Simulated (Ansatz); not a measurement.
Basis sets compared for the cluster Pd₄S₃. Charge 0, multiplicity 1. Geometry r2SCAN-D4/def2-SVP. Ansatz on 4 threads of Intel Xeon 6975P-C on a shared host; times are rough, and most runs start from earlier orbitals.

```xyz
7

Pd    0.2281   -2.3483   -0.1323
Pd    1.0965    1.1368    0.1984
Pd   -0.8351   -0.6108    1.7229
Pd   -0.3388   -0.2771   -1.5826
S    -0.3209    2.1257   -1.5622
S    -1.2378    0.9433    0.1502
S     1.4081   -0.9696    1.2057
```

In the def2 sets Pd takes a core potential; there is no spin–orbit coupling. The restricted singlet is unstable towards broken spin symmetry in Hartree–Fock (as tested in another run); at PBE-D4/def2-SVP, PBE0-D4/def2-SVP, PBE0-D4/def2-TZVP this wasn't settled. This restricted singlet of an open-shell metal (gap down to 0.45 eV) wasn't tested against broken symmetry. No other spin state of charge 0 was run. Another isomer (singlet) lies 1.14 eV lower at PBE0-D4/def2-TZVP; other spin states weren't run for this one.

Binding counts from free atoms (Pd singlet, S triplet) in the same basis, without a counterpoise term.

| level | functions | energy (Eh) | HOMO (eV) | LUMO (eV) | binding per atom (eV) | wall time |
| --- | --- | --- | --- | --- | --- | --- |
| PBE-D4/def2-SVP | 178 | -1705.5180 | -4.82 | -4.39 | 2.82 | 2 s |
| PBE0-D4/def2-SVP | 178 | -1705.4263 | -5.79 | -3.78 | 2.38 | 4 s |

Problem. Estimate the rows for PBE-D4/def2-TZVP (with forces), PBE0-D4/def2-TZVP.

Solution. 
```tsv
level	functions	energy (Eh)	HOMO (eV)	LUMO (eV)	binding per atom (eV)	wall time
PBE-D4/def2-TZVP (with forces)	271	-1706.0848	-4.75	-4.31	2.90	3.9 s
PBE0-D4/def2-TZVP	271	-1705.9839	-5.70	-3.67	2.46	10 s
```
